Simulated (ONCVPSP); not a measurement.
# u(r) = r·R(r): atom against pseudo-atom (S (Z = 16))

Columns: radius, all-electron u(r) and pseudo u(r) of the 3p shell (level -7.15 eV) of sulfur in the configuration [Ne] 3s1.75 3p4.25; PBE, scalar-relativistic, ONCV scheme, ONCVPSP 4.0.1.

```tsv
r (bohr)	all-electron	pseudo
0.070	-0.1000	0.0038
0.140	-0.2355	0.0149
0.210	-0.3151	0.0330
0.280	-0.3297	0.0577
0.350	-0.2930	0.0889
0.420	-0.2214	0.1260
0.490	-0.1295	0.1682
0.560	-0.0283	0.2142
0.630	0.0748	0.2631
0.700	0.1746	0.3143
0.770	0.2679	0.3669
0.840	0.3528	0.4193
0.910	0.4285	0.4699
0.980	0.4949	0.5178
1.050	0.5521	0.5627
1.120	0.6004	0.6041
1.190	0.6401	0.6409
1.260	0.6717	0.6718
1.330	0.6959	0.6959
1.400	0.7134	0.7134
1.470	0.7250	0.7249
1.540	0.7312	0.7312
1.610	0.7328	0.7328
1.680	0.7304	0.7304
1.750	0.7245	0.7245
1.820	0.7158	0.7158
```

Question: How many radial nodes do the two functions have?

Answer: The all-electron 3p function has n − l − 1 = 1; the pseudo-wave has 0, since the states of the same l below it are removed with the core.

Question: At about which radius was the pseudo-wave matched?

Answer: 1.40 bohr. The columns agree to 0.0005 from 1.26 bohr on; several derivatives are matched, so the curves merge somewhat inside the radius.

Question: Is the pseudo-wave norm-conserving?

Answer: Yes: the ONCV scheme keeps the norm inside the radius equal to the all-electron one, which fixes the energy derivative of the logarithmic derivative at the level.
